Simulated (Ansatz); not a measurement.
Cost and result for the atomization energy of C2H8BGaSi (`B/C=[CH]\[GaH][SiH3]`) (13 atoms, 12 bonds).

| atom | x (Å) | y (Å) | z (Å) |
| --- | --- | --- | --- |
| B1 | -1.204 | 1.602 | 0.318 |
| C2 | -1.830 | 0.356 | 0.906 |
| C3 | -1.388 | -0.815 | 0.390 |
| Ga4 | 0.043 | -0.587 | -0.972 |
| Si5 | 2.348 | -0.669 | -0.268 |
| H6 | -1.462 | 2.745 | 0.546 |
| H7 | -0.312 | 1.431 | -0.518 |
| H8 | -2.607 | 0.377 | 1.669 |
| H9 | -1.814 | -1.759 | 0.734 |
| H10 | -0.372 | -0.569 | -2.489 |
| H11 | 2.835 | -2.080 | -0.262 |
| H12 | 2.518 | -0.137 | 1.114 |
| H13 | 3.246 | 0.106 | -1.168 |

Total charge 0; spin multiplicity 1. Correlated methods include outer-core shells of Ga, which these sets cover unevenly. Scalar relativity is left out up to krypton. All single points use the PBE0-D4/def2-TZVP geometry. It is one conformer, not always the lowest. Program: Ansatz. All runs use 2 threads of an AMD EPYC 7R13 on a shared host and a share of an NVIDIA H100 80 GB. Times are those of one run each, without the atoms' runs, and a repeat can differ threefold. Electronic energies, without spin–orbit coupling; frozen cores. CCSD(T)/CBS adds CCSD(T) − MP2 in def2-TZVPP to the MP2 limit, and its time is that of the two runs behind it. T1 = 0.013. With those shells the extrapolation isn't a true limit. B3LYP takes the VWN-RPA correlation (the form of Gaussian; ORCA's B3LYP/G).

CCSD(T)/CBS is a level of theory with its own doubt, some kJ/mol a heavy atom from the limit and from the frozen cores, so smaller differences don't rank the functionals.

```csv
level,functions,wall time
B2PLYP/def2-TZVPP,295,4.6 s
r2SCAN-D4/def2-TZVPP (with forces),295,5.5 s
PBE-D4/def2-TZVPP (with forces),295,6 s
PBE0-D4/def2-TZVPP,295,6.5 s
CCSD(T)/def2-TZVPP,295,8 s
MP2/def2-QZVPP,570,8 s
ωB97X-V/def2-TZVPP,295,8 s
B3LYP-D4/def2-TZVPP (with forces),295,8.5 s
ωB97M-V/def2-TZVPP (with forces),295,8.5 s
CCSD(T)/CBS(def2),–,16 s
```

(1) What atomization energy does each give, and how far from CCSD(T)/CBS? (An estimate is asked.)

## Answers

(1) Computed: 
| level | atomization (kJ/mol) | difference from CCSD(T)/CBS | per bond |
| --- | --- | --- | --- |
| B2PLYP/def2-TZVPP | 4304.6 | -44.8 | -3.7 |
| r2SCAN-D4/def2-TZVPP (with forces) | 4378.8 | 29.4 | 2.5 |
| PBE-D4/def2-TZVPP (with forces) | 4391.4 | 42.0 | 3.5 |
| PBE0-D4/def2-TZVPP | 4358.5 | 9.1 | 0.8 |
| CCSD(T)/def2-TZVPP | 4266.2 | -83.2 | -6.9 |
| MP2/def2-QZVPP | 4339.0 | -10.4 | -0.9 |
| ωB97X-V/def2-TZVPP | 4370.2 | 20.8 | 1.7 |
| B3LYP-D4/def2-TZVPP (with forces) | 4353.2 | 3.8 | 0.3 |
| ωB97M-V/def2-TZVPP (with forces) | 4355.9 | 6.5 | 0.5 |
| CCSD(T)/CBS(def2) | 4349.4 | 0.0 | 0.0 |

From PBE to PBE0 (25 % exact exchange), in def2-TZVPP and without D4, the atomization energy moves by −28.6 kJ/mol: exact exchange takes away binding that semilocal exchange gives to molecules. The D4 term adds +49.6 kJ/mol with B3LYP and +26.3 kJ/mol with PBE0; it sums over pairs of atoms, weighted by their polarisabilities, and B3LYP, whose exchange is more repulsive, gets the larger term. In def2-TZVPP, CCSD(T) changes the Hartree–Fock value by +952.2 kJ/mol (the triples alone add +55.6 kJ/mol) and MP2 by +976.2 kJ/mol; breaking electron pairs costs correlation energy, which Hartree–Fock lacks.
